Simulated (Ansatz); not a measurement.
CH3BFNS can be A, `B/N=C(/F)S`, or B, `N=CB(F)S`.

Computed with Ansatz on PBE0-D4/def2-TZVP structures; ΔE is electronic, products minus reactants. CCSD(T)/CBS is the MP2 limit (def2-TZVPP, def2-QZVPP) plus CCSD(T) − MP2 in def2-TZVPP, frozen cores. Functionals use def2-TZVPP. One conformer a species, not always the lowest.

(1) Which is lower in electronic energy at CCSD(T)/CBS, and by how much? (Estimate.)

(2) Give E(B) − E(A) in kcal/mol with B2PLYP, CCSD(T)/def2-SVP, CCSD/def2-TZVPP, BLYP-D4, LDA (SPW92), MP2/def2-TZVPP, PBE-D4. (Estimate.)

(3) Does the order hold for the free energy at 298.15 K (harmonic terms from PBE0-D4)? (Estimate.)

Largest T1 diagnostic: 0.015.

## Answers

(1) The calculation gave: B, by 46.1 kcal/mol.

(2) The calculation gave: B2PLYP -42.5, CCSD(T)/def2-SVP -46.4, CCSD/def2-TZVPP -46.7, BLYP-D4 -38.4, LDA (SPW92) -35.7, MP2/def2-TZVPP -45.3, PBE-D4 -38.5. None reverses the order clearly.

(3) The calculation gave: Yes: G(B) − G(A) = -43.0 kcal/mol, for one conformer each.

From r2SCAN to r2SCAN0 (25 % exact exchange), in def2-TZVPP and without D4, E(B) − E(A) moves by −1.7 kcal/mol. Leaving LDA and LC-ωPBE aside and taking each functional with its dispersion term where it has one, the values, not all of them listed here, spread over 5.5 kcal/mol, from PBE-QIDH to BLYP-D4. LDA lies +2.6 kcal/mol from PBE without D4.
